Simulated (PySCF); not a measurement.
C8H7FO2.
Atom-mapped SMILES: `[CH3:1][O:2][C:3](=[O:4])[c:5]1[cH:6][cH:7][c:8]([F:9])[cH:10][cH:11]1` (hydrogens: H12, H13, H14 on C1; H15 on C6; H16 on C7; H17 on C10; H18 on C11)

The same species was optimised twice, with GFN2-xTB and with PBE0-D3(BJ)/def2-SVP (PySCF), and the same property calculations (PySCF, gas phase) were run on both structures.

| coordinate | GFN2-xTB | PBE0-D3(BJ)/def2-SVP | change |
| --- | --- | --- | --- |
| C8–F9 (Å) | 1.346 | 1.329 | -0.017 |
| C10–C11 (Å) | 1.381 | 1.390 | +0.009 |
| C6–C7 (Å) | 1.381 | 1.389 | +0.008 |
| C7–C8 (Å) | 1.385 | 1.392 | +0.007 |
| C5–C11 (Å) | 1.393 | 1.400 | +0.007 |
| C8–C10 (Å) | 1.385 | 1.391 | +0.006 |
| C5–C6 (Å) | 1.394 | 1.399 | +0.005 |
| C1–O2 (Å) | 1.420 | 1.416 | -0.004 |
| O2–C3 (Å) | 1.341 | 1.339 | -0.002 |
| C3–C5 (Å) | 1.484 | 1.485 | +0.001 |
| C3=O4 (Å) | 1.206 | 1.206 | 0.000 |
| C3–C5–C11 (°) | 121.9 | 122.4 | +0.5 |
| C6–C5–C11 (°) | 120.0 | 119.7 | -0.3 |
| C5–C11–C10 (°) | 120.1 | 120.3 | +0.2 |
| C3–C5–C6 (°) | 118.1 | 117.9 | -0.2 |
| F9–C8–C10 (°) | 118.8 | 119.0 | +0.2 |
| C7–C8–C10 (°) | 122.2 | 122.0 | -0.2 |
| C5–C6–C7 (°) | 120.4 | 120.5 | +0.1 |
| C6–C7–C8 (°) | 118.5 | 118.6 | +0.1 |
| C1–O2–C3–O4 (°) | 0 | 0 | 0 |
| O2–C3–C5–C6 (°) | 180 | -179 | +1 |

Rotational constants: A = 3489, B = 570.5, C = 491.9 MHz (GFN2-xTB) against A = 3481, B = 568.3, C = 490.1 MHz (PBE0-D3(BJ)/def2-SVP).

On the GFN2-xTB structure: HOMO (eV) -7.57 [PBE0/pcSseg-1]; LUMO (eV) -1.39 [PBE0/pcSseg-1]; dipole (D) 1.92 [PBE0/pcSseg-1]; GIAO shielding of C1 (ppm) 132.8 [PBE0/pcSseg-1]; GIAO shielding of O2 (ppm) 159.1 [PBE0/pcSseg-1]; GIAO shielding of C3 (ppm) 14.9 [PBE0/pcSseg-1]; GIAO shielding of O4 (ppm) -77.2 [PBE0/pcSseg-1]; GIAO shielding of C5 (ppm) 56.2 [PBE0/pcSseg-1]; GIAO shielding of C6/C11 (mean) (ppm) 47.6 [PBE0/pcSseg-1]; GIAO shielding of C7/C10 (mean) (ppm) 66.0 [PBE0/pcSseg-1]; GIAO shielding of C8 (ppm) 10.5 [PBE0/pcSseg-1].

Question: What do these properties become on the PBE0-D3(BJ)/def2-SVP structure?

Answer: 
```csv
property,level,on GFN2-xTB,on PBE0-D3(BJ)/def2-SVP,change
HOMO (eV),PBE0/pcSseg-1,-7.57,-7.53,+0.04
LUMO (eV),PBE0/pcSseg-1,-1.39,-1.39,0.00
dipole (D),PBE0/pcSseg-1,1.92,1.87,-0.05
"energy, GFN2-xTB geometry as zero (kcal/mol)",PBE0/pcSseg-1,0.0,0.0,0.0
GIAO shielding of C1 (ppm),PBE0/pcSseg-1,132.8,132.0,-0.8
GIAO shielding of O2 (ppm),PBE0/pcSseg-1,159.1,159.7,+0.6
GIAO shielding of C3 (ppm),PBE0/pcSseg-1,14.9,15.4,+0.5
GIAO shielding of O4 (ppm),PBE0/pcSseg-1,-77.2,-75.8,+1.4
GIAO shielding of C5 (ppm),PBE0/pcSseg-1,56.2,55.3,-0.9
GIAO shielding of C6/C11 (mean) (ppm),PBE0/pcSseg-1,47.6,45.5,-2.1
GIAO shielding of C7/C10 (mean) (ppm),PBE0/pcSseg-1,66.0,64.4,-1.6
GIAO shielding of C8 (ppm),PBE0/pcSseg-1,10.5,10.7,+0.2
```

The heavy atoms differ by 0.011 Å rms after alignment. Among bonds between heavy atoms C8–F9 changes most (-0.017 Å). Changes are differences of the printed values. Neither structure is proved a minimum here.

The values belong to the conformer `[CH3:1][O:2][C:3](=[O:4])[c:5]1[cH:6][cH:7][c:8]([F:9])[cH:10][cH:11]1`: C1–O2–C3–O4 0°, O2–C3–C5–C6 -179°.
